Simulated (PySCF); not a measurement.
## Yb⁺ (ytterbium, charge +1) across methods

[Xe] 4f14 6p1, 2P determinant (an excited configuration). Calculation: PySCF 2.14, in x2c-TZVPPall (11s7p7d4f2g, 113 functions); scalar relativity by spin-free X2C-1e.

```
method   E (hartree)  mean ε 4f α (eV)  mean ε 4f β (eV)  mean ε 6p α (eV)  Σ⟨r²⟩ (bohr²)   ⟨S²⟩
r2SCAN     -14059.45           -10.477           -10.450            -6.653          60.84  0.750
   LDA     -14049.96           -10.999           -10.979            -6.613          60.62  0.750
   PBE     -14059.35           -10.624           -10.605            -6.640          60.76  0.750
  PBE0     -14059.09           -13.579           -13.562            -7.043          61.36  0.750
   UHF  -14054.28920           -21.761           -21.747            -7.861          64.93  0.750
```

Spin-orbit coupling, absent here, splits the open shell strongly.
